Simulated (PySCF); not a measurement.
A GIAO shielding run with PySCF 2.14 (density fitting, non-relativistic, gas phase) on SMILES [Si@@H]([C@@H](CC)C)(OC)SC, C₆H₁₆OSSi:

```
$ OMP_NUM_THREADS=1 python probes_run.py task.json out

{"job": {"kind": "nmr", "xc": "PBE0", "basis": "pcSseg-1"}, "charge": 0, "multiplicity": 1}
C      2.674769     1.218760     0.449519
C      2.362060    -0.243211     0.166397
C      1.070774    -0.434779    -0.634099
C      0.923257    -1.903597    -1.030601
Si    -0.476676     0.178390     0.295695
O     -1.890271    -0.396595    -0.262325
C     -2.500832    -1.640408    -0.075111
S     -0.698516     2.279735    -0.039609
C     -2.422816     2.542032     0.476771
H      3.634211     1.311184     0.953135
H      1.909236     1.665345     1.077431
H      2.714970     1.784901    -0.477643
H      3.189996    -0.677959    -0.401264
H      2.289777    -0.790921     1.108977
H      1.174686     0.147163    -1.557234
H      0.799512    -2.530984    -0.149198
H      1.807994    -2.245570    -1.566470
H      0.063093    -2.043498    -1.680874
H     -0.378466    -0.105484     1.734021
H     -1.937158    -2.431092    -0.572193
H     -3.501885    -1.586938    -0.504228
H     -2.575174    -1.878128     0.987658
H     -2.495416     2.451207     1.555648
H     -3.053625     1.809359    -0.012513
H     -2.694436     3.545234     0.167244
```

Hardware: 1 thread of an Arm Neoverse V1, shared host. The job also computes population analyses, field gradients.

(1) How large is the calculation?

(2) How long does it take, and how much memory does it need?

## Answers

(1) 90 electrons, 247 basis functions and 1325 auxiliary functions.

(2) 63 s of wall time, with 14 SCF cycles and 4 response iterations; peak memory 1.2 GiB. Times on a shared host scatter by some tens of per cent.
